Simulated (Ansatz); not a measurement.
Stepwise reaction of `C[CH2][Cd][CH2]C` with ammonia, as a gas-phase model of exchange steps in deposition or etching. ΔE in kJ/mol.

Program: Ansatz. Geometries: PBE0-D4/def2-TZVP. ΔE: electronic, gas phase. CCSD(T)/CBS adds triple-zeta CCSD(T) − MP2 to the extrapolated MP2 energy (def2 sets, frozen cores). This one scheme is used for every species. Functionals use def2-TZVPP. B3LYP here is the variant with VWN-RPA as its local correlation; programs differ in this. def2 core potentials past Kr. For Cd outer-core shells are correlated without core-valence functions, which leaves a few kJ/mol of doubt a bond. Each species was taken in one conformer, which may not be the lowest.

```tsv
step	reaction	PBE-D4	B3LYP-D4	ωB97M-V	CCSD(T)/CBS
1	`C[CH2][Cd][CH2]C` + NH₃ → `C[CH2][Cd][NH2]` + `CC`	-29.5	-32.7	-31.2	-30.8
2	`C[CH2][Cd][NH2]` + NH₃ → `[NH2][Cd][NH2]` + `CC`	-19.8	-22.7	-21.9	-21.2
```

Problem. By hand: ΔE of the 2 steps together at CCSD(T)/CBS.

Solution. (-30.8) + (-21.2) = -52.0 kJ/mol, or -26.0 kJ/mol a step.

In ΔE each step is higher than the one before. All are downhill at CCSD(T)/CBS. PBE-D4 differs from CCSD(T)/CBS by 1.3 to 1.4 kJ/mol a step. Isolated molecules leave out the surface, adducts and barriers. Largest T1 diagnostic: 0.014.
